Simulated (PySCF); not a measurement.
## Identify the compound

An unknown has the formula C7H10NP. Its calculated NMR data are:

1H NMR (400 MHz, computed): δ 7.10 (m, 1H), 7.01 (m, 1H), 3.88 (s, 3H), 1.70 (m, 1H), 1.33 (m, 2H), 0.79 (m, 2H).

13C{1H} NMR (computed): δ 185.9 (C), 133.1 (CH), 132.3 (CH), 36.8 (CH3), 22.1 (CH2), 14.8 (CH).

Single conformer, one averaged value for each set of equivalent atoms, relativity neglected, no solvent model. NMR shieldings at PBE0/pcSseg-1/GIAO; structure optimised with GFN2-xTB; PySCF 2.14.

Chemical shifts δ = σref − σ; 1H (31.72 ppm) and 13C (186.93 ppm) against TMS, all at this level.

Q: Which candidate is it?
A. CN(C)c1ccpcc1
B. CN(C)c1ccccp1
C. CC(C)c1cncpc1
D. Cn1ccpc1C1CC1
E. CC(C)=Pn1cccc1

A: D. 

1. 6 carbon signals for 7 carbons: some carbons are equivalent by symmetry or fast rotation.
2. Carbon types of the structure: 1 × C, 3 × CH, 2 × CH2, 1 × CH3, which accounts for all hydrogens.
3. δC 185.9: substituted aromatic carbon next to a ring nitrogen.
4. δC 133.1: aromatic CH next to a ring nitrogen.
5. δC 132.3: aromatic CH; the aromatic region.
6. δC 22.1, 14.8: three-membered-ring carbon; carbons of three-membered rings are unusually shielded.
7. δH 7.01: hydrogen on an aromatic CH next to a ring nitrogen; the ring current deshields protons in the ring plane.

The others: CC(C)=Pn1cccc1 would give 5 carbon signals, not 6; CN(C)c1ccpcc1 would give 4 carbon signals, not 6; CN(C)c1ccccp1 would give 5 signals for carbon-bound and other non-exchanging H, not 6; CC(C)c1cncpc1 would give 5 signals for carbon-bound and other non-exchanging H, not 6.

Splittings by 31P in the carbon and heteronuclear signals aren't shown, as no couplings were computed. Shifts are as computed. Against solution values, carbons near 30 ppm lie about +3 ppm off and those near 130 ppm about +5 ppm. Of 1211 compounds with measured shifts, 218 miss one by over three times the rms of a fit or turn the order of signals round; such compounds aren't used in these exercises. Multiplicities follow the n + 1 count of equivalent neighbours, as no J values were calculated; m marks all less simple cases, F and P coupling included.
